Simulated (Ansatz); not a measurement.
N2 (SMILES N#N), singlet, at a GFN2-xTB geometry. Base run: PBE/pcseg-1 (Ansatz, a quantum-chemistry and plane-wave program).

Here is a job for Ansatz.
Ansatz 0.2 input:
```yaml
crystal:
  periodic: [false, false, false]
  atoms:
    - {symbol: N, position_ang: [-0.00000000, -0.00000000, -0.54911021]}
    - {symbol: N, position_ang: [0.00000000, 0.00000000, 0.54911021]}
basis:
  gaussian:
    orbitals: pcseg-1.json
hamiltonian:
  xc: pbe
```
The basis file holds pcseg-1 in the JSON format of the Basis Set Exchange.

The bond that is stretched is that between atoms 1 and 2. A test that says stable can miss a lower solution.

Variants of this job, named by their change:

```json
[
 {"change": "base", "ΔE vs base (eV)": "0.00", "<S^2>": "0.000", "stability test says": "minimum (restricted orbitals)"},
 {"change": "spin_polarized = on; lower_state_search = off", "ΔE vs base (eV)": "0.00", "<S^2>": "0.000", "stability test says": "undecided (no full test)"},
 {"change": "spin_polarized = on; lower_state_search = standard", "ΔE vs base (eV)": "0.00", "<S^2>": "0.000", "stability test says": "minimum"},
 {"change": "bond × 1.25", "ΔE vs base (eV)": "2.70", "<S^2>": "0.000", "stability test says": "minimum (restricted orbitals)"},
 {"change": "spin_polarized = on; lower_state_search = off; bond × 1.25", "ΔE vs base (eV)": "2.70", "<S^2>": "0.000", "stability test says": "undecided (no full test)"},
 {"change": "spin_polarized = on; lower_state_search = standard; bond × 1.25", "ΔE vs base (eV)": "2.70", "<S^2>": "0.000", "stability test says": "minimum"},
 {"change": "bond × 1.5", "ΔE vs base (eV)": "6.71", "<S^2>": "0.000", "stability test says": "minimum (restricted orbitals)"},
 {"change": "spin_polarized = on; lower_state_search = off; bond × 1.5", "ΔE vs base (eV)": "6.71", "<S^2>": "0.000", "stability test says": "undecided (no full test)"},
 {"change": "spin_polarized = on; lower_state_search = standard; bond × 1.5", "ΔE vs base (eV)": "6.56", "<S^2>": "0.725", "stability test says": "minimum"},
 {"change": "bond × 1.8", "ΔE vs base (eV)": "10.33", "<S^2>": "0.000", "stability test says": "minimum (restricted orbitals)"},
 {"change": "spin_polarized = on; lower_state_search = off; bond × 1.8", "ΔE vs base (eV)": "10.33", "<S^2>": "0.000", "stability test says": "undecided (no full test)"},
 {"change": "spin_polarized = on; lower_state_search = standard; bond × 1.8", "ΔE vs base (eV)": "8.85", "<S^2>": "1.855", "stability test says": "minimum"},
 {"change": "bond × 2.2", "ΔE vs base (eV)": "13.28", "<S^2>": "0.000", "stability test says": "minimum (restricted orbitals)"},
 {"change": "spin_polarized = on; lower_state_search = off; bond × 2.2", "ΔE vs base (eV)": "13.28", "<S^2>": "0.000", "stability test says": "undecided (no full test)"},
 {"change": "spin_polarized = on; lower_state_search = standard; bond × 2.2", "ΔE vs base (eV)": "9.90", "<S^2>": "2.635", "stability test says": "minimum"},
 {"change": "bond × 3.0", "ΔE vs base (eV)": "15.72", "<S^2>": "0.000", "stability test says": "minimum (restricted orbitals)"},
 {"change": "spin_polarized = on; lower_state_search = off; bond × 3.0", "ΔE vs base (eV)": "15.72", "<S^2>": "0.000", "stability test says": "undecided (no full test)"},
 {"change": "spin_polarized = on; lower_state_search = standard; bond × 3.0", "ΔE vs base (eV)": "10.26", "<S^2>": "2.976", "stability test says": "minimum"}
]
```

Where a bond breaks into two radicals, a solution with restricted orbitals usually stops being the lowest and lies too high; an unrestricted one lies lower at the price of spin contamination, which <S^2> shows.
